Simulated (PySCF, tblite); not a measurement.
Isomers of C3H8O2Si. All values are computed: GFN2-xTB (tblite) harmonic vibrations without scaling, gas phase. This tight-binding method is rough: wavenumbers can miss measured ones by several per cent, in bad cases by 10 to 20. Modes of hydrogen on silicon can be 10 to 20 % off. One conformer each.

Electronic energies: PBE0/pcSseg-1 single points on the GFN2-xTB geometries (PySCF, gas phase).

```json
{"SMILES": "CCOC(=O)[SiH3]", "electronic energy, lowest = 0 (kJ/mol)": "0.0"}
{"SMILES": "[SiH3]O[C@@H]1CCO1", "electronic energy, lowest = 0 (kJ/mol)": "32.4"}
{"SMILES": "CO[C@H]1OC[SiH2]1", "electronic energy, lowest = 0 (kJ/mol)": "162.4"}
```

How do GFN2-xTB zero-point energies change the relative energies?

| SMILES | ZPE (kJ/mol) | of it from modes above 1550 cm⁻¹ | electronic (kJ/mol) | with ZPE, lowest = 0 (kJ/mol) | lowest mode (cm⁻¹) | rings |
| --- | --- | --- | --- | --- | --- | --- |
| CCOC(=O)[SiH3] | 266.9 | 141.7 | 0.0 | 0.0 | 16 | 0 |
| [SiH3]O[C@@H]1CCO1 | 272.8 | 129.6 | 32.4 | 38.3 | 70 | 1 |
| CO[C@H]1OC[SiH2]1 | 272.6 | 132.7 | 162.4 | 168.1 | 88 | 1 |

The zero-point energies span 5.9 kJ/mol, from `CCOC(=O)[SiH3]` to `[SiH3]O[C@@H]1CCO1`. The order is unchanged.

And how do the electronic energies of GFN2-xTB itself compare?

`CCOC(=O)[SiH3]` 107.3; `[SiH3]O[C@@H]1CCO1` 0.0; `CO[C@H]1OC[SiH2]1` 227.2 kJ/mol, lowest = 0. Against the energies above, taken from the same isomer `CCOC(=O)[SiH3]`, the largest difference is 139.7 kJ/mol.
